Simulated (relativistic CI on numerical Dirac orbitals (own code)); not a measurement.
# Hyperfine structure of Ag XXXVI, mass number 107

Computed by Dirac-Coulomb-Breit CI, separate exchange-only KLI orbitals for each configuration, model QED (radiative potential, 1s self-energy scaled to tabulated hydrogen-like ionisation energies), unscaled Slater integrals (own radial code, finite nucleus).

Configurations in the expansion (outside the closed core [Ne]): 3s2, 3s 3p, 3p2, 3s 3d, 3d2, 3p 3d, 3p 4s, 3d 4s, 3s 4s, 3s 4p, 3s 4d, 3s 4f, 3s 5s, 3s 5p, 3s 5d, 3s 5f. Levels of other configurations are missing.

Nuclear spin I = 1/2, μ = -0.11352 μN (tables of Stone and Pyykkö). The electronic factors are computed for point nuclear moments, without core polarisation or the Bohr-Weisskopf and QED corrections.

```tsv
Level	E (eV)	A (GHz)
3s 3p 3P°_1	77.272	-122.1
3s 3p 3P°_2	115.035	-58.61
3s 3p 1P°_1	138.509	27.2
3p2 1D_2	207.205	-22.63
3p2 3P_1	208.099	2.922
3s 3d 3D_1	236.829	44.29
3s 3d 3D_2	239.075	-40.31
3s 3d 3D_3	246.224	-35.72
```

Levels with J = 0, under 50 % of one LS term, or S terms without an open s electron are left out. Small factors come from cancelling terms and can be off by tens of per cent or more.

At this charge energies of transitions that change n are usually good to better than 1 %, and those within a shell (Δn = 0) to a few per cent.

Problem. Give the hyperfine levels of 3s 3p 3P°_1 relative to its centre of gravity.

Solution. With K = F(F + 1) − I(I + 1) − J(J + 1), E = AK/2: F = 1/2: 122.1, F = 3/2: -61.07 GHz.

LS names give the leading component of a level, which can be under half, so a name can repeat, a term be missing and a line seem to break the LS rules.
